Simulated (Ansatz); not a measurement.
The cluster ScAlN2 (the lowest singlet isomer of a short search). The state is a singlet with charge 0. Geometry PBE0-D4/def2-TZVP, basis def2-TZVP, Ansatz.

```xyz
4

Al   -0.2944    0.3830   -1.0507
Sc    0.3234   -0.4204    1.1538
N    -1.2550    0.3494    0.4166
N     1.2260   -0.3120   -0.5197
```

```tsv
run	HOMO (eV)	LUMO (eV)
A	-6.88	-2.09
B	-4.59	-3.55
C	-5.41	-3.20
D	-5.56	-2.98
```

B3LYP takes the VWN-RPA correlation. The structure comes from a short search, and lower isomers may exist.

Q: The runs used B3LYP, CAM-B3LYP, PBE0, r2SCAN. Estimate which is which.

A: A CAM-B3LYP (range-separated); B r2SCAN (0 % exact exchange); C B3LYP (20 % exact exchange); D PBE0 (25 % exact exchange). Exact exchange lowers occupied and raises empty levels; among semilocal functionals meta-GGAs tend to open the gap a little, and such runs are hard to tell apart. The gap grows from 1.05 eV (r2SCAN) to 4.79 eV (CAM-B3LYP).
